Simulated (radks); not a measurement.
Spherical jellium clusters: N electrons in a uniform positive sphere of charge N and radius rs N^(1/3), rs = 3.21 bohr. Method: non-relativistic Kohn-Sham, exchange-only LDA, spin-polarised, spherical densities; computed with a radial shooting solver with Libxc functionals. Levels are named by radial order and angular momentum (1s, 1p, 1d, 2s, ...), and open shells are averaged over m.

N = 21, configuration 1s2 1p6 1d10 2s2 1f(up 1, down 0). This is the lowest configuration that the search found. Occupied and some empty levels:

level,occupation,eigenvalue (eV),<r> (bohr)
1s up,1,-5.8507,5.574
1s down,1,-5.7925,5.455
1p up,3,-4.7172,6.611
1p down,3,-4.6087,6.533
1d up,5,-3.2925,7.428
1d down,5,-3.1501,7.380
2s up,1,-2.6206,6.513
2s down,1,-2.5415,6.522
1f up,1,-1.6760,8.275
1f down,0,-1.5134,8.261
2p up,0,-1.0696,8.838
2p down,0,-0.97386,8.858

Energy (eV): total -17.2235, kinetic 51.871, external -1586.0, Hartree 775.39, exchange-correlation -71.492, background 813.01.

Electron density:

r (bohr),n(r) (e/bohr^3)
0.291,0.009489
1.39,0.008678
2.49,0.007504
3.59,0.006983
4.69,0.007372
5.78,0.007746
6.88,0.006834
7.98,0.004536
9.08,0.002198
10.2,0.0008566
11.3,0.0003004
12.4,0.0001003
13.5,0.00003311
14.6,0.00001076
